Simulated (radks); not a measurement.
Results of a calculation; reference values are marked as such.
Ionisation of neutral chlorine, [Ne] 3s2 3p5, to [Ne] 3s2 3p4 as the strength of local exchange is varied. Level of theory: scalar-relativistic Kohn-Sham, Slater X-alpha exchange (alpha = 2/3 is LDA exchange), no correlation, spin-unpolarised, spherical densities, finite nucleus; Fermi nuclear charge, rms radius 3.3654 fm (a radial shooting solver on a logarithmic mesh with Libxc functionals).

alpha  E(Cl) (hartree)  exchange (hartree)  IE (eV)  -e of the level emptied (eV)  <r> of it (bohr)
0.667       -458.80402           -25.36444   12.657                    7.461 (3p)             1.866
0.681       -459.33681           -25.92287   12.835                    7.618 (3p)             1.860
0.702       -460.13700           -26.76251   13.104                    7.855 (3p)             1.849
0.754       -462.12362           -28.85189   13.780                    8.456 (3p)             1.825
0.85        -465.81058           -32.74760   15.069                    9.608 (3p)             1.783
0.918       -468.43737           -35.53715   16.013                   10.459 (3p)             1.754

NIST Atomic Spectra Database: 12.968 eV (measured). The Delta-SCF value meets it near alpha = 0.69. Spin polarisation and multiplet splitting are left out, so open shells lie too high by an amount that depends on their filling.

Beside tabulated values, note that spin-unpolarised runs miss the spin-polarisation part of the exchange energy of open shells.
